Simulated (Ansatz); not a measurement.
**Telling isomers of C2H7Ge apart by their spectra**

These gas-phase data were calculated for one isomer of C2H7Ge at PBE0-D3(BJ)/def2-SVP (harmonic, unscaled wavenumbers; equilibrium rotational constants with average atomic masses):

* rotational constants: 23.48, 3.611, 3.398 GHz
* all wavenumbers above 1500 cm⁻¹: 3152, 3132, 3130, 3079, 3044, 2110, 2084
* dipole moment: 1.01 D (PBE0/def2-TZVPD)

Candidates:

(1) `C[CH2][GeH2]`, a doublet
(2) `[CH3][GeH][CH3]`, a doublet

Problem. Which candidate do the data belong to?

Solution. Candidate (1). 2 modes lie between 1900 and 2250 cm⁻¹, one for each Ge–H bond, while (2) has 1.

The same quantities for all candidates:

```
     rotational constants (GHz)               wavenumbers above 1500 cm⁻¹  dipole (D)  E above the lowest, PBE0-D3(BJ)/def2-SVP (kcal/mol)
(1)         23.48, 3.611, 3.398  3152, 3132, 3130, 3079, 3044, 2110, 2084        1.01                                                  6.9
(2)          13.46, 5.571, 4.25  3186, 3186, 3163, 3163, 3057, 3057, 2075        0.82                                                  0.0
```

Each candidate is one conformer. Open shells are spin-unrestricted. Programs: Ansatz 0.2.0.
